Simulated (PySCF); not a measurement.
An excited-state job on `C=N[C@H](C)CCC`.

Method: TDDFT PBE0/def2-SVPD, vertical, gas phase, core orbitals frozen in the response (PySCF 2.14.0, density-fitted response routines). Geometry: GFN2-xTB. A driver script takes a list of jobs; this job's settings line and coordinates (Å) are shown.

Command:
```bash
OMP_NUM_THREADS=1 python probes_run.py task.json out
```

Input:
```
{"job": {"kind": "uv", "xc": "PBE0", "basis": "def2-SVPD", "nstates": 6, "ntriplets": 2}, "charge": 0, "multiplicity": 1}
C     -2.322246     1.069647     0.888720
N     -1.602966     0.057972     1.022007
C     -0.892909    -0.489790    -0.099223
C     -1.395752    -1.918404    -0.313792
C      0.605851    -0.487023     0.227223
C      1.180212     0.924566     0.315368
C      2.671972     0.906842     0.624049
H     -2.465281     1.609755    -0.056322
H     -2.846118     1.451670     1.753242
H     -1.065310     0.101231    -1.019326
H     -1.275024    -2.487786     0.603677
H     -0.834259    -2.398821    -1.110908
H     -2.450300    -1.911339    -0.580757
H      1.132969    -1.046425    -0.548344
H      0.751143    -0.998381     1.179960
H      0.652062     1.476482     1.095947
H      1.012964     1.444072    -0.631907
H      3.217928     0.378061    -0.154615
H      2.859166     0.407915     1.572078
H      3.060749     1.920435     0.687466
```

Problem. Estimate the output.

Solution. 
```
coarse grid: 15640 points
cycle   1  E = -290.5510450884  dE =  5.370e-01  |g| = 4.362e-01  |ddm| = 6.554e+00
cycle   2  E = -290.5148340602  dE =  3.621e-02  |g| = 5.958e-01  |ddm| = 2.104e+00
cycle   3  E = -290.6014828774  dE = -8.665e-02  |g| = 1.328e-01  |ddm| = 1.391e+00
cycle   4  E = -290.6051696801  dE = -3.687e-03  |g| = 3.413e-02  |ddm| = 2.813e-01
cycle   5  E = -290.6054252270  dE = -2.555e-04  |g| = 6.293e-03  |ddm| = 8.449e-02
cycle   6  E = -290.6054346311  dE = -9.404e-06  |g| = 1.926e-03  |ddm| = 1.982e-02
final grid: 148080 points
cycle   7  E = -290.6469578719  dE = -6.772e-05  |g| = 9.297e-03  |ddm| = 1.953e-01
cycle   8  E = -290.6469474276  dE =  1.044e-05  |g| = 1.127e-02  |ddm| = 3.790e-02
cycle   9  E = -290.6469800806  dE = -3.265e-05  |g| = 2.150e-03  |ddm| = 1.996e-02
cycle  10  E = -290.6469811128  dE = -1.032e-06  |g| = 3.520e-04  |ddm| = 4.365e-03
cycle  11  E = -290.6469811370  dE = -2.411e-08  |g| = 1.198e-04  |ddm| = 1.185e-03
cycle  12  E = -290.6469811405  dE = -3.589e-09  |g| = 2.438e-05  |ddm| = 3.607e-04
cycle  13  E = -290.6469811407  dE = -1.376e-10  |g| = 4.914e-06  |ddm| = 5.811e-05
converged SCF energy = -290.6469811407

Static polarisability (au): isotropic 82.798, principal 71.425 84.216 92.753

Singlet excitations
state   eV       nm        f      main configurations
  1   4.9252    251.7   0.00136   H->L 0.99
  2   7.1250    174.0   0.05121   H->L+1 0.69, H->L+2 0.18, H-1->L 0.09
  3   7.3340    169.1   0.10593   H-1->L 0.80, H->L+1 0.09
  4   7.5095    165.1   0.04518   H->L+2 0.54, H->L+3 0.25, H->L+1 0.17
  5   7.5841    163.5   0.00301   H-2->L 0.82
  6   7.6230    162.6   0.01883   H->L+3 0.69, H->L+2 0.21

Triplet excitations (Tamm-Dancoff, eV): 4.0713 4.9644
```

The SCF starts on a coarse grid where the log names one; the energy can jump when the final grid takes over, and dE then counts from the start density on the new grid. H and L stand for HOMO and LUMO; the number after each pair is its weight.

Problem. Which computed singlet has the largest oscillator strength, and what do all of them sum to?

Solution. State 3 at 7.33 eV (169 nm), f = 0.106; the 6 states sum to 0.226.

Problem. Give S1 in cm⁻¹ and kJ/mol.

Solution. 4.9252 eV × 8065.54 = 39724 cm⁻¹; × 96.485 = 475.2 kJ/mol.

In short: HOMO -7.22 eV, LUMO -0.26 eV; lowest singlet 4.93 eV; lowest triplet 4.07 eV (Tamm–Dancoff); mean polarisability 82.8 au.

The run took 43 s on one thread, Arm Neoverse V1 (aarch64), shared host, and the process peaked at 0.95 GiB of memory.

One conformer stands for the species.
Labels such as C1 count atoms from 1, the log's own numbers from 0.
